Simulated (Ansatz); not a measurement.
Reaction (formal exchange of groups at the Si–Al bond): `C[O][AlH][SiH2][SiH3]` + `FC[SiH3]` → `FC([SiH3])[SiH2][SiH3]` + `C[O][AlH2]`

Computed with Ansatz on PBE0-D4/def2-TZVP structures; ΔE is electronic, products minus reactants. CBS: MP2 limit from def2 TZ/QZ plus the TZ coupled-cluster correction, frozen cores. Functionals use def2-TZVPP. B3LYP here is the variant with VWN-RPA as its local correlation; programs differ in this. Each species was taken in one conformer, which may not be the lowest.

| level | ΔE (eV) |
| --- | --- |
| PBE-D4 | 0.41 |
| r2SCAN-D4 | 0.35 |
| B3LYP-D4 | 0.29 |
| B3LYP | 0.35 |
| SCS-MP2/def2-TZVPP | 0.26 |
| MP2/def2-QZVPP | 0.26 |
| SCS-MP2/def2-QZVPP | 0.26 |
| CCSD/CBS(def2) | 0.31 |

Question: What does CCSD(T)/CBS give? (Estimate.)

Answer: Ansatz gave: +0.31 eV. The listed levels differ from it by 0.10, 0.04, -0.02, 0.04, -0.05, -0.05, -0.05, 0.00 eV.

Largest T1 diagnostic among the species: 0.014.

The D4 term adds −0.06 eV with B3LYP and −0.03 eV with PBE0; it sums over pairs of atoms, weighted by their polarisabilities, and B3LYP, whose exchange is more repulsive, gets the larger term.
